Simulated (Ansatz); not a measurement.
Ni₂H. Total charge 0; doublet. Geometry r2SCAN-D4/def2-TZVP; atoms count from 1.

Cartesian coordinates in Å:
```
Ni -0.744 -0.796 0.372
Ni 0.685 0.847 0.373
H 0.059 -0.051 -0.745
```

The charge 0 doublet is spin-contaminated (final ⟨S²⟩ up to 1.13, 0.75 for a pure state). The structure comes from a short search, and lower isomers may exist.

Q: Estimate the Mulliken populations from the PBE0/def2-TZVP orbitals of Ansatz.

A: 
| atom | charge (e) | spin (α − β) | d electrons |
| --- | --- | --- | --- |
| Ni1 | 0.02 | 0.49 | 9.12 |
| Ni2 | 0.02 | 0.49 | 9.12 |
| H3 | -0.05 | 0.01 | – |
Mulliken values depend strongly on the basis.

Q: Where does the spin sit?

A: Summed by element: Ni 0.99, H 0.01, of 1 unpaired in all. Largest on single atoms: Ni2 0.49, Ni1 0.49, H3 0.01.

Q: And the Mayer bond orders between heavy atoms (over 0.3)?

A: Ni1–Ni2 0.95 (2.18 Å).
